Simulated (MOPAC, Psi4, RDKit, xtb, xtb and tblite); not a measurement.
Two geometries of CH₇BO₂SeSi, SMILES OB(O)[SiH2]C[SeH], relaxed at GFN2-xTB with one dihedral held; other torsions can differ between them too.

Structure A

```
13

O      1.0358     0.6336     1.1844
B      1.5211     0.8646    -0.0778
O      2.8563     0.9604    -0.2147
Si     0.5519     1.6731    -1.6096
C      1.6663     1.6229    -3.1683
Se     3.5615     1.8678    -2.6880
H      0.4337    -0.0811     1.3611
H      3.4133     0.7770     0.5464
H      0.2725     3.0986    -1.3574
H     -0.7361     1.0950    -2.0419
H      1.5910     0.6716    -3.6945
H      1.4166     2.4244    -3.8601
H      3.9686     2.2387    -4.0435
```

Structure B

```
13

O      0.9933     0.6410     1.1669
B      1.5447     0.9116    -0.0629
O      2.8481     0.6536    -0.2617
Si     0.7358     2.0364    -1.4848
C      1.7592     1.8454    -3.0970
Se     3.6723     1.5950    -2.6959
H      0.4251    -0.1009     1.3325
H      3.3583     0.2282     0.4327
H      0.7669     3.4734    -1.1590
H     -0.6564     1.7609    -1.8918
H      1.4424     0.9836    -3.6840
H      1.6889     2.7349    -3.7189
H      4.1166     1.9752    -4.0364
```

**Question.** Which is lower in energy at the level DF-MP2 (frozen core)/cc-pVTZ // GFN2-xTB (Psi4), and by how much?

**Answer.** A is lower, by 1.73 kcal/mol (dihedral H7–O1–B2–Si4: 75° in A, 90° in B).

E(B) − E(A) in kcal/mol at the other levels, on the same two geometries: GFN2-xTB (xtb and tblite) 1.74; B3LYP/def2-TZVP // GFN2-xTB (Psi4) 1.60; B3LYP-D3(BJ)/def2-TZVP // GFN2-xTB (Psi4) 1.64; PBE/def2-TZVP // GFN2-xTB (Psi4) 1.83; PBE-D3(BJ)/def2-TZVP // GFN2-xTB (Psi4) 1.84; HF/cc-pVTZ // GFN2-xTB (Psi4) 1.18; UFF // GFN2-xTB (RDKit) -1.24; AM1, restricted, heats of formation // GFN2-xTB (MOPAC) 2.43; PM7, restricted, heats of formation // GFN2-xTB (MOPAC) 0.23; GFN1-xTB // GFN2-xTB (xtb) 1.42.
